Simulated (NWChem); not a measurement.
# C2H5BrSi; SMILES C=C([SiH3])Br

```xyz
9

C      1.9153    -0.6250     0.0000
C      0.5865    -0.4979     0.0000
Si    -0.6558    -1.9092     0.0000
Br    -0.2064     1.2330     0.0000
H      2.3632    -1.6240     0.0000
H      2.5923     0.2346     0.0000
H     -1.5168    -1.8203     1.2150
H      0.0977    -3.1993     0.0000
H     -1.5168    -1.8203    -1.2150
```
Atoms are numbered in this order, from 1.

Computed with NWChem. Geometry optimised at PBE0/def2-SVP; all other runs use it. This build's default masses of Se (78.918 u) and Br (79.917 u) are each other's, which moves their modes by up to 0.6 %.

```
quantity                                                            level  value
----------------------------------------------------  -------------------  -----
isotropic polarisability (bohr³), static                   PBE0/def2-SVPD      …
cavity-dispersion-structure term (kcal/mol) in water   PBE0/def2-SVP, SMD    3.1
vertical, lowest state with f > 0.02, singlet (eV)    PBE0/def2-SVPD, TDA   6.13
vertical ionisation energy, ΔSCF (eV)                        PBE/def2-SVP      …
dipole (D)                                                  PBE0/def2-SVP   1.34
highest harmonic frequency (cm⁻¹)                           PBE0/def2-SVP      …
```

Q: Fill in the missing entries.

A: 
- isotropic polarisability (bohr³), static, value: 75.5
- vertical ionisation energy, ΔSCF (eV), value: 9.35
- highest harmonic frequency (cm⁻¹), value: 3260
